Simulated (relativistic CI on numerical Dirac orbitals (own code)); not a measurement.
Electric-dipole lines of Tl45+

Computed by Dirac-Coulomb-Breit CI, orbitals from a KLI potential per configuration, model QED (radiative potential, 1s self-energy scaled to tabulated hydrogen-like ionisation energies), unscaled Slater integrals (own radial code, finite nucleus).

Configurations in the expansion (outside the closed core [Ar] 3d10): 4s²4p⁶, 4s²4p⁵4d, 4s4p⁶4d, 4s²4p⁵4f, 4s4p⁶4f, 4p⁶4d4f, 4s²4p⁵5s, 4p⁶4d², 4p⁵4d³, 4p⁵4d²4f, 4p⁵4d²5s, 4p⁶4f², 4p⁵4d4f², 4p⁵4f³, 4p⁵4f²5s. Double excitations out of closed p, d and f shells are left out; levels of such configurations are missing from the list, as are those of other unlisted configurations, and high levels can miss mixing partners.

| λ vac (Å) | Lower | Upper | A (s⁻¹) | gf | Branching (%) |
| --- | --- | --- | --- | --- | --- |
| 14.120 | 4s²4p⁶ ¹S0 [1] | 4s²4p⁵5s ¹P°1 [35] | 6.48e+12 | 5.81e-01 | 99.9 |
| 34.914 | 4p⁶4d² ¹G4 [40] | 4p⁵4d³ ¹G°4 [157] | 4.69e+12 | 7.72e+00 | n/a |
| 34.917 | 4p⁶4d² ¹G4 [40] | 4p⁵4d³ ¹F°3 [156] | 2.31e+12 | 2.95e+00 | n/a |
| 34.986 | 4s²4p⁶ ¹S0 [1] | 4s²4p⁵4d ¹P°1 [11] | 4.11e+12 | 2.26e+00 | 100.0 |
| 35.277 | 4p⁶4d² ³F4 [42] | 4p⁵4d³ ³D°3 [173] | 2.76e+12 | 3.60e+00 | n/a |
| 35.320 | 4p⁶4d² ¹D2 [43] | 4p⁵4d³ ³D°3 [180] | 2.54e+12 | 3.32e+00 | n/a |
| 35.389 | 4p⁶4d² ¹D2 [43] | 4p⁵4d³ ³P°2 [178] | 3.23e+12 | 3.03e+00 | n/a |
| 35.411 | 4p⁶4d² ³F4 [42] | 4p⁵4d³ ³G°5 [171] | 3.54e+12 | 7.32e+00 | n/a |
| 35.489 | 4p⁶4d² ³F4 [42] | 4p⁵4d³ ³F°4 [170] | 3.50e+12 | 5.94e+00 | n/a |
| 36.273 | 4p⁶4d² ³F2 [36] | 4p⁵4d³ ³F°2 [139] | 3.25e+12 | 3.21e+00 | n/a |
| 37.684 | 4p⁶4d² ¹G4 [40] | 4p⁵4d³ ¹H°5 [146] | 1.26e+12 | 2.95e+00 | n/a |
| 41.628 | 4s²4p⁵4d ³P°0 [2] | 4s4p⁶4d ³D1 [22] | 7.37e+11 | 5.74e-01 | 23.9 |
| 42.175 | 4s²4p⁵4d ¹D°2 [7] | 4s4p⁶4d ¹D2 [25] | 9.46e+11 | 1.26e+00 | 39.7 |
| 42.460 | 4s²4p⁵4d ³P°1 [3] | 4s4p⁶4d ³D1 [22] | 1.29e+12 | 1.05e+00 | 41.9 |
| 42.673 | 4s²4p⁵4d ³F°3 [4] | 4s4p⁶4d ³D2 [23] | 1.41e+12 | 1.93e+00 | 55.5 |
| 42.926 | 4s²4p⁵4d ³D°2 [5] | 4s4p⁶4d ³D2 [23] | 6.75e+11 | 9.32e-01 | 26.5 |
| 43.056 | 4s²4p⁵4d ³F°4 [6] | 4s4p⁶4d ³D3 [24] | 1.30e+12 | 2.52e+00 | 54.0 |
| 43.097 | 4s²4p⁵4d ³D°3 [8] | 4s4p⁶4d ¹D2 [25] | 6.79e+11 | 9.46e-01 | 28.5 |
| 43.143 | 4s²4p⁵4d ³D°2 [5] | 4s4p⁶4d ³D1 [22] | 9.35e+11 | 7.83e-01 | 30.3 |
| 43.193 | 4s²4p⁵4f ³G5 [18] | 4s4p⁶4f ³F°4 [32] | 1.39e+12 | 3.51e+00 | 51.8 |
| 43.327 | 4s²4p⁵4f ³G4 [16] | 4s4p⁶4f ³F°3 [31] | 1.34e+12 | 2.65e+00 | 47.8 |
| 44.419 | 4s²4p⁵4f ³F4 [20] | 4s4p⁶4f ³F°4 [32] | 5.53e+11 | 1.47e+00 | 20.5 |
| 44.487 | 4s²4p⁵4d ³D°3 [8] | 4s4p⁶4d ³D3 [24] | 6.64e+11 | 1.38e+00 | 27.6 |
| 45.519 | 4p⁶4d² ³F2 [36] | 4p⁶4d4f ³G°3 [115] | 2.57e+12 | 5.58e+00 | n/a |
| 46.222 | 4s²4p⁵4d ¹P°1 [9] | 4s4p⁶4d ¹D2 [25] | 5.41e+11 | 8.67e-01 | 22.7 |
| 46.862 | 4p⁶4d² ³F3 [38] | 4p⁶4d4f ³G°4 [126] | 1.32e+12 | 3.90e+00 | n/a |
| 47.763 | 4p⁶4d² ¹G4 [40] | 4p⁶4d4f ³G°5 [128] | 1.34e+12 | 5.06e+00 | n/a |
| 49.073 | 4s²4p⁵4d ³F°2 [10] | 4s²4p⁵4f ³G3 [26] | 6.44e+11 | 1.63e+00 | 95.2 |
| 49.150 | 4s²4p⁵4d ³D°2 [5] | 4s²4p⁵4f ³F3 [17] | 4.73e+11 | 1.20e+00 | 73.7 |
| 49.434 | 4s²4p⁵4d ³F°3 [4] | 4s²4p⁵4f ³G4 [16] | 6.30e+11 | 2.08e+00 | 94.6 |
| 50.313 | 4s4p⁶4d ³D2 [23] | 4s4p⁶4f ³F°3 [31] | 7.06e+11 | 1.87e+00 | 25.1 |
| 50.347 | 4s4p⁶4d ³D1 [22] | 4s4p⁶4f ³F°2 [30] | 9.08e+11 | 1.73e+00 | 33.5 |
| 51.722 | 4p⁶4d² ³F4 [42] | 4p⁶4d4f ¹H°5 [134] | 7.26e+11 | 3.21e+00 | n/a |
| 51.976 | 4p⁶4d² ³F4 [42] | 4p⁵4d³ ³F°4 [133] | 1.24e+12 | 4.51e+00 | n/a |
| 51.979 | 4p⁶4d² ¹D2 [43] | 4p⁶4d4f ¹F°3 [136] | 1.01e+12 | 2.88e+00 | n/a |
| 52.079 | 4s²4p⁶ ¹S0 [1] | 4s²4p⁵4d ¹P°1 [9] | 1.19e+12 | 1.45e+00 | 100.0 |
| 52.390 | 4p⁶4d² ³F4 [42] | 4p⁵4d³ ³D°3 [132] | 9.71e+11 | 2.80e+00 | n/a |
| 52.551 | 4s²4p⁵4d ¹P°1 [11] | 4s²4p⁵4f ³F2 [27] | 5.11e+11 | 1.06e+00 | 71.2 |
| 53.791 | 4s²4p⁵4d ³P°2 [12] | 4s²4p⁵4f ³D3 [28] | 6.19e+11 | 1.88e+00 | 84.9 |
| 54.049 | 4s²4p⁵4d ³F°4 [6] | 4s²4p⁵4f ³G5 [18] | 5.18e+11 | 2.50e+00 | 100.0 |
| 54.254 | 4s²4p⁵4d ¹D°2 [7] | 4s²4p⁵4f ¹F3 [19] | 3.61e+11 | 1.12e+00 | 78.9 |
| 54.264 | 4s4p⁶4d ³D3 [24] | 4s4p⁶4f ³F°4 [32] | 5.42e+11 | 2.15e+00 | 20.1 |
| 54.366 | 4s²4p⁵4d ³D°3 [8] | 4s²4p⁵4f ³F4 [20] | 4.78e+11 | 1.91e+00 | 87.2 |
| 54.398 | 4s²4p⁵4d ³F°3 [13] | 4s²4p⁵4f ³G4 [29] | 5.18e+11 | 2.07e+00 | 99.5 |
| 55.316 | 4s4p⁶4d ¹D2 [25] | 4s4p⁶4f ¹F°3 [33] | 5.94e+11 | 1.91e+00 | 22.2 |

Terms are leading LS components. Brackets give the number of a level in order of energy, since labels repeat. The list gives strong lines, with weight on those to low levels, without lines whose two gauges differ by over a factor of 2.5, among the lowest 200 of 1757 levels, so that lines to higher ones, which can be the strongest, are missing. Levels whose partners in the same complex of configurations lie outside the list can be far off, and so can their lines. Rates are taken at the computed energies, electric ones in the length gauge.

At this charge energies of transitions that change n are usually good to better than 1 %, and those within a shell (Δn = 0) to a few per cent.

LS names give the leading component of a level, which can be under half, so a name can repeat, a term be missing and a line seem to break the LS rules.
